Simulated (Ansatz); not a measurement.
Reaction (redistribution): `[SiH3]NP` + `C[C@H]1O[Si@H]1F` → `F[Si@@H]1O[C@H]1[SiH3]` + `CNP`

Isolated molecules relaxed with PBE0-D4/def2-TZVP in Ansatz; ΔE leaves out vibrations. CCSD(T)/CBS adds triple-zeta CCSD(T) − MP2 to the extrapolated MP2 energy (def2 sets, frozen cores). Functionals use def2-TZVPP. B3LYP here is the variant with VWN-RPA as its local correlation; programs differ in this. Each species was taken in one conformer, which may not be the lowest.

Problem. Is it downhill or uphill in electronic energy at CCSD(T)/CBS, and by how much? (An estimate is asked.)

Solution. The calculation gave: Uphill: ΔE = +25.5 kcal/mol.

Problem. What do these levels give: B3LYP-D4, PBE, B3LYP, SCS-MP2/def2-TZVPP, HF/def2-QZVPP, HF/CBS(def2)? (Estimate.)

Solution. Ansatz gave: B3LYP-D4 24.8, PBE 23.0, B3LYP 24.5, SCS-MP2/def2-TZVPP 25.9, HF/def2-QZVPP 26.7, HF/CBS(def2) 26.7 kcal/mol.

Largest T1 diagnostic among the species: 0.014.

From PBE to PBE0 (25 % exact exchange), in def2-TZVPP and without D4, ΔE moves by +1.1 kcal/mol.
